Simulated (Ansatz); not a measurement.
Computed with Ansatz on PBE0-D4/def2-TZVP structures; ΔE is electronic, products minus reactants. CCSD(T)/CBS is the MP2 limit (def2-TZVPP, def2-QZVPP) plus CCSD(T) − MP2 in def2-TZVPP, frozen cores. This one scheme is used for every species. DFT in def2-TZVPP. B3LYP here is the variant with VWN-RPA as its local correlation; programs differ in this. def2 core potentials past Kr. For I outer-core shells are correlated without core-valence functions, which leaves a few kJ/mol of doubt a bond. Each species was taken in one conformer, which may not be the lowest.

Consider the ligand exchange at the Si–C bond: `C[SiH](O)C(N)=O` + HI → `C[SiH](O)I` + `NC=O`.

```json
{"level": "PBE-D4", "ΔE (kJ/mol)": "-96.7", "difference from CCSD(T)/CBS": "6.7"}
{"level": "PBE0-D4", "ΔE (kJ/mol)": "-102.4", "difference from CCSD(T)/CBS": "1.0"}
{"level": "B3LYP-D4", "ΔE (kJ/mol)": "-97.5", "difference from CCSD(T)/CBS": "5.9"}
{"level": "ωB97X-V", "ΔE (kJ/mol)": "-98.1", "difference from CCSD(T)/CBS": "5.3"}
{"level": "PBE0", "ΔE (kJ/mol)": "-103.7", "difference from CCSD(T)/CBS": "-0.3"}
{"level": "SCS-MP2/def2-TZVPP", "ΔE (kJ/mol)": "-104.7", "difference from CCSD(T)/CBS": "-1.3"}
{"level": "CCSD/def2-TZVPP", "ΔE (kJ/mol)": "-97.6", "difference from CCSD(T)/CBS": "5.8"}
{"level": "CCSD(T)/def2-TZVPP", "ΔE (kJ/mol)": "-95.4", "difference from CCSD(T)/CBS": "8.0"}
{"level": "HF/def2-QZVPP", "ΔE (kJ/mol)": "-114.4", "difference from CCSD(T)/CBS": "-11.0"}
{"level": "MP2/def2-QZVPP", "ΔE (kJ/mol)": "-112.7", "difference from CCSD(T)/CBS": "-9.3"}
{"level": "CCSD(T)/CBS", "ΔE (kJ/mol)": "-103.4", "difference from CCSD(T)/CBS": "0"}
```

Largest T1 diagnostic among the species: 0.016.

In def2-TZVPP, CCSD(T) changes the Hartree–Fock value by +18.4 kJ/mol (the triples alone add +2.2 kJ/mol) and MP2 by +5.9 kJ/mol. From PBE to PBE0 (25 % exact exchange), in def2-TZVPP and without D4, ΔE moves by −5.5 kJ/mol.
